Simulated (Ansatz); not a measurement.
Cartesian coordinates in Å:
```
F 1.6806 1.7271 -1.1025
Ga 0.5481 1.1290 0.0938
Si -0.4687 -1.0250 -0.1269
Cl 0.2446 2.5395 1.6705
H -1.3631 -1.2692 1.0306
H -1.2455 -1.0513 -1.3917
H 0.6040 -2.0502 -0.1738
```

Charge 0, multiplicity 1.

List the CAM-B3LYP/def2-TZVPP orbital energies in eV (Ansatz 0.2.0). (Estimate.)

The calculation gave: Occupied: -10140.79, -2764.24, -1801.74, -1252.37, -1109.68, -1109.57, -1109.55, -672.44, -259.00, -198.04, -197.93, -197.91, -152.78, -146.34, -106.27, -106.03, -105.97, -101.68, -101.65, -101.65, -33.08, -26.24, -25.96, -25.92, -25.86, -25.72, -23.96, -17.66, -14.84, -12.88, -12.72, -12.46, -12.07, -12.00, -10.78, -10.74, -9.96. Lowest empty: -0.95, -0.05, 0.74, 1.73, 2.10, 2.47, 2.90, 4.45.
